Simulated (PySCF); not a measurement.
**C₆ coefficients of unlike pairs at UHF**

Calculated with PySCF 2.14 from the dipole response of each species, C₆(A,B) = (3/π) ∫ α_A(iu) α_B(iu) du, in atomic units, from isotropic polarisabilities. For ions this is the dispersion term alone; charge-induced terms of lower order in 1/R come first.

| species | configuration | basis | relativity | α (bohr³) | C₆ (like pair) |
| --- | --- | --- | --- | --- | --- |
| I | [Kr] 4d10 5s2 5p5 (2P) | dyall-av2z (22s16p12d) | none | 30.59 | 328.5 |
| Kr | [Kr] (1S) | x2c-QZVPPall with one added diffuse shell each of s, p, d, f type (12s9p6d5f1g) | spin-free X2C | 16.38 | 126.5 |
| Co | [Ar] 3d7 4s2 (4F) | aug-cc-pVTZ (8s7p5d3f2g) | none | 73.69 | 679.6 |

**Question.** Estimate C₆ for Kr with I.

**Answer.** The integral gives 201.3. The combination rule 2 C_A C_B / (C_A α_B/α_A + C_B α_A/α_B) gives 201.7 and the geometric mean 203.8.

No spin-orbit coupling is included.

The other pairs:

| pair | C₆ |
| --- | --- |
| Co, Kr | 248.9 |
| Co, I | 427.5 |
